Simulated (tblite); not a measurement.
C5H9FO.
Numbering: `[CH3:1][O:2][C:3]1([F:4])[CH2:5][CH2:6][CH2:7]1` (hydrogens: H8, H9, H10 on C1; H11, H12 on C5; H13, H14 on C6; H15, H16 on C7)

Computed with GFN2-xTB (tblite), gas phase: nudged elastic band of 9 images (0 to 8), spring 0.2 eV/Å², climbing image at the end, force threshold 0.05 eV/Å. No saddle search or frequency run followed, so the top image need not be a first-order saddle, and its height can exceed the method's true barrier by a kcal/mol or more.

Path: rotation about C3–O2 (sp3 C–F carbon, ether oxygen), followed by the dihedral C7–C3–O2–C1, from 68° to -173°. Start geometry (image 0):
```
atom  x, y, z in Å
C1      2.337   -0.157    0.529
O2      1.061   -0.370    1.109
C3      0.037    0.357    0.557
F4      0.316    1.715    0.706
C5     -1.348   -0.014    1.099
C6     -1.824   -0.298   -0.336
C7     -0.424    0.038   -0.880
H8      3.018   -0.813    1.065
H9      2.651    0.883    0.650
H10     2.337   -0.412   -0.535
H11    -1.844    0.812    1.600
H12    -1.311   -0.876    1.758
H13    -2.137   -1.324   -0.511
H14    -2.603    0.377   -0.681
H15     0.103   -0.804   -1.321
H16    -0.378    0.893   -1.550
```

The first guess turns that dihedral rigidly in even steps and adds one set of random displacements (0.04 Å standard deviation a coordinate) to every inner image. Energies of the images above image 0 (eV) in the early part of the optimisation:

| iteration | 1 | 2 | 3 | 4 | 5 | 6 | 7 | 8 |
| --- | --- | --- | --- | --- | --- | --- | --- | --- |
| 0 | 1.007 | 1.083 | 1.152 | 1.189 | 1.180 | 1.126 | 1.052 | 0.000 |
| 10 | 0.053 | 0.107 | 0.160 | 0.190 | 0.184 | 0.146 | 0.095 | 0.000 |
| 20 | 0.030 | 0.084 | 0.137 | 0.163 | 0.151 | 0.108 | 0.058 | 0.000 |
| 30 | 0.025 | 0.076 | 0.127 | 0.149 | 0.127 | 0.079 | 0.032 | 0.000 |

**Question.** Where does the band end, and how far was the first guess from it?

**Answer.** Final energies, images 1 to 8: 0.022, 0.071, 0.122, 0.143, 0.116, 0.064, 0.018, 0.000 eV. The highest point drops from 1.19 eV (image 4) to 0.143 eV (image 4), by 1.05 eV. Image 4 moved by 0.07 Å rms, its dihedral from 126° to 130°. The end images are fixed. The true force on the top image ends at 0.035 eV/Å, and the largest on any image at 0.07 eV/Å; away from the top, the method drives only the force across the path to zero. The last saved iteration is 40.

What follows is the cost of the whole band run. Time: 1.6 s; peak memory 0.19 GiB. Hardware: an Intel Xeon 6975P-C with one thread, shared host with 192 logical CPUs at a one-minute load of 104.
